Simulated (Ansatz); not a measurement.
Relaxation of CH$_{3}$ClF$_{2}$OSi (9 atoms, charge 0, multiplicity 1), to a largest force component of 0.02 eV/Å in at most 40 steps.

Method: RHF/def2-SVP (Ansatz).

```xyz
9
Properties=species:S:1:pos:R:3:forces:R:3
Si 0.000 0.000 0.000 1.86 0.14 2.10
O 0.000 0.000 1.680 -0.20 -0.20 -2.28
C -1.111 -0.344 2.494 -0.24 -0.01 -0.09
H -1.814 -0.978 1.914 0.29 0.33 0.60
H -0.758 -0.904 3.386 -0.18 0.42 -0.69
H -1.631 0.581 2.821 0.32 -0.64 -0.17
Cl 2.009 0.000 -0.709 -2.07 0.01 0.67
F -0.749 1.297 -0.529 0.13 -0.45 -0.10
F -0.749 -1.297 -0.529 0.08 0.40 -0.05
```

Where does it end, and by what steps?

The run converged. After 14 steps the energy has fallen by 0.317 eV; H4 moved furthest, 0.36 Å.

| step | energy less start (eV) | largest force component (eV/Å) | accepted |
| --- | --- | --- | --- |
| 0 | 0.0000 | 2.277 | yes |
| 1 | -0.2546 | 1.419 | yes |
| 2 | -0.2949 | 0.320 | yes |
| 3 | -0.2707 | 0.975 | no |
| 4 | -0.3064 | 0.080 | yes |
| 5 | -0.3108 | 0.095 | yes |
| 6 | -0.3094 | 0.436 | no |
| 7 | -0.3126 | 0.040 | yes |
| 8 | -0.3143 | 0.090 | yes |
| 9 | -0.3147 | 0.086 | yes |
| 10 | -0.3154 | 0.084 | yes |
| 11 | -0.3163 | 0.042 | yes |
| 12 | -0.3165 | 0.048 | yes |
| 13 | -0.3167 | 0.033 | yes |
| 14 | -0.3168 | 0.014 | yes |

```xyz
9
Properties=species:S:1:pos:R:3
Si 0.023 -0.013 0.015
O -0.034 -0.262 1.592
C -1.111 -0.375 2.489
H -1.769 -1.194 2.201
H -0.706 -0.576 3.477
H -1.683 0.553 2.522
Cl 1.935 -0.016 -0.631
F -0.661 1.366 -0.373
F -0.798 -1.127 -0.765
```

Whether the end is a true minimum wasn't checked by a vibrational analysis.

Run time: 28 s on 2 threads of Arm Neoverse V1, with other jobs on the host, peak memory 0.22 GiB.
